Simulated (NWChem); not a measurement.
**Atomisation of H₃ClSi**

```xyz
5

Si     0.9968     0.0279     0.0000
Cl    -1.0832    -0.0303     0.0000
H      1.4668     0.7507     1.2285
H      1.4668     0.7507    -1.2285
H      1.5264    -1.3764     0.0000
```
Charge 0, spin multiplicity 1.

Program: NWChem. Structure: optimised with PBE/def2-SVP, a minimum by its harmonic frequencies.

Basis set: def2-TZVP. The atomisation energy is electronic alone: no zero-point, thermal, spin-orbit or counterpoise terms. No value is extrapolated to the basis-set limit. Free atoms are single determinants with multiplicities Si 3, Cl 2, H 2. Correlated methods freeze the same cores in atoms and molecule, 10 orbitals in all.

The structure started from a generated list of species. No SCF solution was tested for a lower state. Open-shell Hartree-Fock references start from PBE0 orbitals.

**Question.** Order these methods by the atomisation energy they give, lowest first: PBE0, CAM-B3LYP, MP2, M06-2X.

**Answer.** MP2 (324.1 kcal/mol), PBE0 (331.3 kcal/mol), CAM-B3LYP (335.8 kcal/mol), M06-2X (337.0 kcal/mol)
